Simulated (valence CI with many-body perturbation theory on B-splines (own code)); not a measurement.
## Level structure of Nd39+

Level of theory: valence CI with perturbative core correlation (CI+MBPT): three valence electrons over a frozen Dirac-Fock core [Ar], a basis of 9 s, 9 p, 10 d, 8 f, 5 g, 3 h, 1 i functions for each j, with the one-electron correlation potential Σ1 (screened to all orders), the two-electron term Σ2, the three-electron term Σ3, Breit, model QED; selected single and double excitations, second order for the rest (own B-spline code, finite nucleus).

The last digits are not significant, and no measured levels were compared; by estimate large intervals hold to a few tenths of a per cent, small ones and those within an open d or f shell to about a per cent. Only levels of the ground parity were solved; by the run's estimate the other parity begins above the list, which can be wrong where configurations are misplaced.

Levels 1 to 19 of 19, with energies above the lowest level, (3d3/2^3) J=3/2. "Leading %" is the weight of the configuration and term that name the level; weights of strongly mixed levels are sums over their largest components and can fall short. In the jj column 3d3/2^4 stands for four electrons in 3d with j = 3/2. Lifetimes count E1, E2, E3, M1 and M2 decay at the calculated energies, and are blank where another channel may lead or the interval is too uncertain; long ones can be off by a factor of two.

```
No.  Configuration  Term     J  E (eV)  Leading %  Lifetime  Second component      g             Leading jj
  1            3d3    4F   3/2   0.000         56                 33 % 3d3 2D  0.646         3d3/2^3 (95 %)
  2            3d3    4F   5/2  20.815         87   7.64 μs       12 % 3d3 2D  1.045   3d3/2^2 3d5/2 (97 %)
  3            3d3    4P   3/2  26.376         40   8.47 μs       30 % 3d3 2P  1.225   3d3/2^2 3d5/2 (96 %)
  4            3d3    4F   7/2  27.803         47    303 μs       42 % 3d3 2G  1.074   3d3/2^2 3d5/2 (90 %)
  5            3d3    2G   9/2  28.933         43    145 ms       38 % 3d3 2H  1.069   3d3/2^2 3d5/2 (96 %)
  6            3d3    4P   1/2  30.045         61   23.0 μs       39 % 3d3 2P  1.886   3d3/2^2 3d5/2 (99 %)
  7            3d3    4P   5/2  44.592         58   24.8 μs       26 % 3d3 2D  1.376   3d3/2^2 3d5/2 (78 %)
  8            3d3    4F   7/2  49.057         52   3.59 μs       45 % 3d3 2G  1.070   3d3/2 3d5/2^2 (94 %)
  9            3d3    4F   9/2  51.805         53   6.24 μs       44 % 3d3 2H  1.133   3d3/2 3d5/2^2 (92 %)
 10            3d3    4P   3/2  55.776         42   2.59 μs       40 % 3d3 2D  1.138   3d3/2 3d5/2^2 (99 %)
 11            3d3    2P   1/2  57.857         61   4.36 μs       39 % 3d3 4P  1.437   3d3/2 3d5/2^2 (99 %)
 12            3d3    2H  11/2  59.512        100   14.1 μs                    1.084  3d3/2 3d5/2^2 (100 %)
 13            3d3    2D   5/2  61.235         64   6.05 μs       15 % 3d3 2F  1.177   3d3/2 3d5/2^2 (77 %)
 14            3d3    2F   5/2  64.908         47   7.86 μs       33 % 3d3 2D  1.104   3d3/2 3d5/2^2 (94 %)
 15            3d3    2F   7/2  66.939         86   9.75 μs       13 % 3d3 2G  1.105   3d3/2 3d5/2^2 (96 %)
 16            3d3    2D   3/2  78.042         50   3.62 μs       39 % 3d3 2P  1.058   3d3/2 3d5/2^2 (67 %)
 17            3d3    2G   9/2  79.345         55   2.77 μs       28 % 3d3 4F  1.132         3d5/2^3 (95 %)
 18            3d3    2D   3/2  92.353         73   2.69 μs       19 % 3d3 2P  0.963         3d5/2^3 (68 %)
 19            3d3    2D   5/2  98.775         65   1.76 μs       23 % 3d3 2F  1.150         3d5/2^3 (90 %)
```

The ionisation energy to 3d2 3F_2 of the next ion comes out as 2862.4 eV (NIST: 2861 ± 4 eV (theoretical)). All 19 levels together are meant to be complete up to 102.725 eV.
